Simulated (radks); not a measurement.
Values are calculated unless marked as measured or tabulated.
Spherical quantum dot in the effective-mass picture: electrons in a hard-walled sphere of radius 4.73, all in effective atomic units (hartree* = m*/eps^2 hartree, bohr* = eps/m* bohr), one dielectric constant everywhere. Level of theory: non-relativistic Kohn-Sham, exchange-only LDA, spin-polarised, spherical densities (a radial shooting solver with Libxc functionals). Levels are named by radial order and angular momentum (1s, 1p, 1d, 2s, ...), and open shells are averaged over m.

N = 32, configuration 1s2 1p6 1d10 1f14. This is the lowest configuration that the search found. Occupied and some empty levels:

level,occupation,eigenvalue (hartree*),<r> (bohr*)
1s,2,8.5965,3.408
1p,6,8.6943,3.478
1d,10,8.8741,3.548
1f,14,9.1277,3.612
1g,0,9.4498,3.669
2s,0,9.5145,2.092
2p,0,9.8749,2.467
2d,0,10.314,2.703

Energy (hartree*): total 155.395, kinetic 32.241, external 0, Hartree 134.16, exchange-correlation -11.009. Static polarisability (adiabatic kernel): 61.80 bohr*^3.
